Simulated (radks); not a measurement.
Question: Ir46+, 31 electrons, occupied as [Ar] 3d10 4s2 4p1. Calculated with a radial shooting solver on a logarithmic mesh with Libxc functionals: scalar-relativistic Kohn-Sham, PBEsol, spin-polarised, spherical densities, finite nucleus; open shells are filled with parallel spins first (spin-orbit coupling, left out, can overturn this in heavy ions); Fermi nuclear charge, rms radius 5.4032 fm. Some entries of the table are withheld. Estimate them.

orbital  occ.  eigenvalue (eV)  <r> (bohr)  <1/r> (bohr^-1)
1s up       1        -78431.29     0.01745            92.13
1s down     1        -78430.14     0.01745            92.13
2s up       1        -15632.26     0.07352            21.62
2s down     1        -15631.61     0.07352            21.62
2p up       3        -13896.03     0.06611            19.39
2p down     3        -13895.06     0.06611            19.39
3s up       1        -5326.759      0.1874            8.155
3s down     1        -5325.642      0.1873            8.156
3p up       3        -4815.911      0.1872            7.500
3p down     3        -4814.645      0.1872            7.501
3d up       5        -4273.065      0.1685            7.073
3d down     5        -4271.915      0.1685            7.074
4s up       1        -2584.441      0.3722            4.004
4s down     1        -2577.682      0.3721            4.007
4p up       1        -2390.497      0.3818            3.744
4p down     0        -2383.741      0.3818            3.746
4d up       0        -2176.909         (1)            3.530
4d down     0        -2170.527         (2)            3.532
5s up       0        -1524.818      0.6225            2.383
5s down     0        -1521.741      0.6230            2.381

Answer: 
(1) 4d up <r> (bohr): 0.3765
(2) 4d down <r> (bohr): 0.3764
